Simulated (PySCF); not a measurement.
**Name the molecule from its bond curve**

A diatomic of charge 0 contains Be. Its doublet curve at r²SCAN in a triple-zeta basis (no relativity, PySCF), in eV from the separated fragments:

(R (Å), E (eV)): (1.178, -5.315), (1.233, -5.859), (1.288, -6.165), (1.329, -6.277), (1.370, -6.313), (1.411, -6.288), (1.466, -6.183), (1.534, -5.970), (1.617, -5.638), (1.726, -5.130)

The fit gives ωe = 1252 cm⁻¹ and the rotational constant Bₑ = 1.465 cm⁻¹.

Problem. Which atom is the partner?

Solution. The minimum lies at 1.372 Å, so the reduced mass is 16.8576 u Å² cm⁻¹/(Bₑ·Re²) = 6.113 u. With Be at 9.01 u the partner weighs about 19.0 u: F. The molecule is BeF.

The state is the lowest determinant that a PBE0 search found; another state may lie lower at other levels.
